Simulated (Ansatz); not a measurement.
The molecule CdGa, multiplicity 2 (lowest of 2S+1 = 2, 4 at CCSD(T)/def2-TZVPP on PBE0 minima; our sources give no spin for the ground state, which may be another). No spin–orbit coupling. Ga is treated without relativity.

The constants come from a fifth-degree fit in 1/R (seven points, main isotopes). Runs in def2 and cc sets follow the lowest solution found near the PBE0 minimum.

The values were computed with Ansatz (a quantum-chemistry and plane-wave program). Each number belongs to the level named beside it. In def2 rows elements past Kr take small-core potentials, without spin–orbit coupling.

Energies at CAM-B3LYP/def2-TZVPP:

| R (Å) | E (hartree) |
|---|---|
| 2.651060 | -2092.68039578 |
| 2.722325 | -2092.68169158 |
| 2.787888 | -2092.68242928 |
| 2.862004 | -2092.68287350 |
| 2.936120 | -2092.68301609 |
| 3.021638 | -2092.68292175 |
| 3.121409 | -2092.68258754 |

Q: With a reduced mass of 42.9410 u, find the minimum, the force constant and the constants.

A: A fifth-degree polynomial in 1/R puts the minimum at r_e = 2.9447 Å with force constant 16.0 N/m. Then ω_e = (1/2πc)√(k/μ) = 80 cm⁻¹ and B_e = h/(8π²cμr_e²) = 0.04527 cm⁻¹; the cubic and quartic terms give α_e = 0.00060 and ω_e x_e = 1.1 cm⁻¹.
